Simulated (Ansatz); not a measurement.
C2H5AlClN. The species carries charge 0 and has multiplicity 1. The bonds changed during the relaxation, so this is another structure than the one it started from.

```json
{"atom": "C1", "x (Å)": "-1.453", "y (Å)": "-0.700", "z (Å)": "-0.127"}
{"atom": "C2", "x (Å)": "-0.104", "y (Å)": "-0.108", "z (Å)": "-0.105"}
{"atom": "N3", "x (Å)": "0.698", "y (Å)": "-0.120", "z (Å)": "0.907"}
{"atom": "Al4", "x (Å)": "1.549", "y (Å)": "0.853", "z (Å)": "-0.490"}
{"atom": "Cl5", "x (Å)": "1.518", "y (Å)": "2.958", "z (Å)": "-0.279"}
{"atom": "H6", "x (Å)": "-1.720", "y (Å)": "-1.193", "z (Å)": "0.815"}
{"atom": "H7", "x (Å)": "-1.524", "y (Å)": "-1.419", "z (Å)": "-0.948"}
{"atom": "H8", "x (Å)": "-2.184", "y (Å)": "0.083", "z (Å)": "-0.348"}
{"atom": "H9", "x (Å)": "0.446", "y (Å)": "-0.551", "z (Å)": "1.799"}
{"atom": "H10", "x (Å)": "2.774", "y (Å)": "0.196", "z (Å)": "-1.224"}
```

**Question.** Give the diagnostics of a CCSD(T)/def2-TZVPP run (frozen core, Ansatz). (Estimate.)

**Answer.** The calculation gave: T1 = 0.0123, largest single amplitude 0.017, largest double 0.021, (T) share of the correlation energy 4.1 %, 9 CCSD cycles. The RHF solution is stable towards an unrestricted one. T1 lies under the customary mark of 0.02 for closed shells.
